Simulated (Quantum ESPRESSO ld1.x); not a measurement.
Results of a calculation; reference values are marked as such.
Question: The mean radii <r> (bohr) of the occupied orbitals of an atom or ion are listed with their occupations. Level of theory: Dirac Kohn-Sham, PBEsol, spin-unpolarised, spherical densities, point nucleus (ld1.x of Quantum ESPRESSO 7.5).

| orbital | occ. | <r> |
|---|---|---|
| 1s1/2 | 2 | 0.1113 |
| 2s1/2 | 2 | 0.5506 |
| 2p1/2 | 1.66667 | 0.5087 |
| 2p3/2 | 3.33333 | 0.5106 |
| 3s1/2 | 1 | 1.660 |

Name the element and its charge. Open shells, if any, are shared by 2j + 1.

Answer: Z = 14, silicon, charge +4: Si4+ in [He] 2s2 2p5 3s1. The 1s radius gives Z: for a bare nucleus <r> = (2 gamma + 1)/(2Z) with gamma = sqrt(1 - (Z/c)^2), 0.1068 bohr for Z = 14, and screening makes it slightly larger (0.1113 here). The occupations add up to 10, and the charge is Z minus that.
